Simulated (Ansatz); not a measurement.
A nudged elastic band was laid between two geometries of C₂H₈BClO (13 atoms, charge 0, multiplicity 1).

Theory: RKS B3LYP/6-31G* (Ansatz).

* movable images: 5
* climbing image: yes
* spring: 5.0 eV/Å²
* optimiser: quadratic models (default)
* start path: through a guess of the saddle point
* force threshold: 0.05 eV/Å
* iteration limit: 60
* end points: relaxed

First end point:

```xyz
13
Properties=species:S:1:pos:R:3
B -0.021 -0.057 0.101
H 0.092 0.646 1.068
Cl 1.520 -0.091 -0.935
C -1.379 0.034 -0.729
H -2.272 -0.093 -0.098
H -1.456 1.036 -1.170
H -1.446 -0.678 -1.561
O 0.021 -1.573 0.889
C -0.143 -2.801 0.132
H 0.601 -2.754 -0.661
H 0.061 -3.643 0.797
H -1.148 -2.866 -0.291
H -0.627 -1.530 1.612
```

Last end point:

```xyz
13
Properties=species:S:1:pos:R:3
B -0.336 -0.232 -0.594
H 1.981 -1.275 3.004
Cl 0.713 1.226 -0.600
C -1.671 -0.200 -1.426
H -2.275 -1.109 -1.345
H -2.289 0.651 -1.113
H -1.447 -0.033 -2.487
O 0.134 -1.256 0.146
C -0.546 -2.506 0.274
H 0.101 -3.165 0.856
H -1.497 -2.379 0.802
H -0.733 -2.958 -0.705
H 1.668 -1.133 2.344
```

(1) What changes between the two ends?

(2) What energy profile does the band end with?

(3) What is the geometry of the highest image?

(4) What are the harmonic wavenumbers there?

The band took 21 iterations and about 12 core-minutes.

Results:

(1) Bonds broken: B1–H2, O8–H13. Bonds formed: H2–H13. C2H8BClO becomes C2H6BClO + H2.

(2) The run converged. The highest image is number 2 of 0 to 6, 0.113 eV above the first end and 1.086 eV above the last; the last end lies 0.972 eV below the first. A vibrational analysis at the climbing image gives one clearly imaginary mode, 209i cm⁻¹: a first-order saddle point. The orbitals stay closed-shell, which can raise the energy where a bond breaks towards radicals; this wasn't checked here.

```tsv
image	path coordinate (Å)	energy (eV)	B1–H2 (Å)	O8–H13 (Å)	H2–H13 (Å)
0	0.00	0.000	1.20	0.97	2.36
1	2.62	0.092	1.20	0.97	2.38
2	5.24	0.113	1.20	0.97	2.38
3	7.17	-0.312	2.33	2.11	0.75
4	9.11	-0.942	3.57	3.01	0.74
5	11.04	-0.962	4.10	2.80	0.74
6	12.97	-0.972	4.40	2.68	0.74
```

(3) 
```xyz
13
Properties=species:S:1:pos:R:3
B -0.002 -0.054 -0.089
H 0.396 0.683 0.771
Cl 1.216 -0.207 -1.484
C -1.546 0.053 -0.525
H -2.146 -0.837 -0.279
H -2.036 0.898 -0.025
H -1.656 0.206 -1.604
O 0.226 -1.531 0.755
C -0.061 -2.808 0.127
H 0.274 -3.602 0.798
H -1.127 -2.904 -0.095
H 0.519 -2.815 -0.793
H -0.255 -1.450 1.596
```

(4) 209i, 85, 165, 195, 277, 296, 398, 445, 563, 662, 869, 893, 961, 967, 1074, 1131, 1155, 1189, 1378, 1388, 1482, 1504, 1516, 1525, 1531, 2596, 3021, 3079, 3085, 3115, 3168, 3216, 3731 cm⁻¹.

The run took 6 min on 2 threads of AMD EPYC 7R43 64-Core Processor (Zen 3), with other jobs on the host, peak memory 0.22 GiB.
